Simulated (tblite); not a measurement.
CHOS (SMILES O=C=[SH+]), charge +1, singlet, at a GFN2-xTB geometry; GFN1-xTB (tblite 0.6.0).

Input for tblite:
```
$ tblite run mol.xyz --method gfn1 --charge 1 --spin 0 --guess eeq --json tblite.json --no-restart

# file mol.xyz
4

O      1.65943916    -0.41995957     0.20770173
C      0.57320951    -0.15369142     0.08329200
S     -0.95546310     0.29395335    -0.18938823
H     -1.42736083    -0.42142851     0.86884578
```

Output, abridged:

```
xTB calculator
 | screened Coulomb repulsion
 | Coulomb electrostatics
 |  * isotropic Klopman-Ohno-Mataga-Nishimoto electrostatics
 |  * onsite third-order electrostatics
 | DFT-D3(BJ) dispersion correction

halogen bonding energy    0.0000000000000E+00 Eh
repulsion energy          1.1177486987851E-01 Eh
dispersion energy        -8.4772561054612E-04 Eh
number of electrons       1.6000000000000E+01 e
integral cutoff           1.9731147476801E+01 bohr

------------------------------------------------------------
  cycle        total energy    energy error   density error
------------------------------------------------------------
      1     -10.20364568602  -1.0314573E+01   5.4247352E-01
      2     -10.33667088324  -1.3302520E-01   4.4330283E-01
      3     -10.47511280013  -1.3844192E-01   1.5712237E-01
      4     -10.46858119808   6.5316020E-03   8.7086876E-02
      5     -10.47688987287  -8.3086748E-03   3.2722160E-02
      6     -10.47806417076  -1.1742979E-03   3.3748956E-03
      7     -10.47807946880  -1.5298040E-05   2.5796117E-04
      8     -10.47807953206  -6.3256335E-08   1.6388727E-04
      9     -10.47807956288  -3.0821258E-08   1.5120067E-06
------------------------------------------------------------

electronic energy        -1.0589006707146E+01 Eh
total energy             -1.0478079562878E+01 Eh

Post processing:
 | Mayer-Wiberg bond orders

[Info] JSON dump of results written to 'tblite.json'
```
